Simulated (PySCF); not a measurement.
**Predicted spectroscopic data**

[PySCF: shieldings: GIAO PBE0/pcSseg-1; geometry: GFN2-xTB; rapidly exchanging positions averaged; no solvent; a single conformation; non-relativistic]

δ = σ(ref) − σ, references computed at the same level: TMS for 1H (σref 31.72), 13C (σref 186.93). Splittings of carbon signals by F and P are missing where no couplings were computed. Where no couplings were computed, multiplicities follow the n + 1 count of equivalent neighbours, and m marks all less simple cases (inequivalent or close neighbours, rings, F or P nearby). Shifts are as computed. Against solution values, carbons near 30 ppm lie about +3 ppm off and those near 130 ppm about +5 ppm. Of 1211 compounds with measured shifts, 218 miss one by over three times the rms of a fit or turn the order of signals round; such compounds aren't used in these exercises. OH and NH positions are gas-phase values without hydrogen bonding to other molecules.

Compound 1 (C9H9FN2). 1H NMR (500 MHz, computed): δ 7.73 (d, 1H), 7.48 (m, 1H), 6.71 (m, 1H), 6.55 (t, 1H), 6.07 (m, 1H), 3.67 (m, 2H), 3.06 (m, 2H). 13C{1H} NMR (computed): δ 173.9, 148.1, 138.9, 136.2, 114.1, 109.7, 99.8, 45.9, 36.3. Structure: `Fc1cccc(N2CCC=N2)c1`.

Compound 2 (C4H12N3P). 1H NMR (500 MHz, computed): δ 3.14 (m, 4H), 2.57 (m, 6H), 1.84 (br s, 2H). 13C{1H} NMR (computed): δ 52.6 (CH2), 37.1 (CH3). Structure: `InChI=1S/C4H12N3P/c1-6-3-4-7(2)8(6)5/h3-5H2,1-2H3`.

Compound 3 (C3H5FN2Si). 1H NMR (500 MHz, computed): δ 7.61 (m, 1H), 7.55 (m, 1H), 6.76 (m, 1H), 5.69 (m, 2H). 13C{1H} NMR (computed): δ 141.6 (CH), 139.2 (CH), 117.6 (CH). Structure: SMILES [SiH2](F)n1ccnc1.
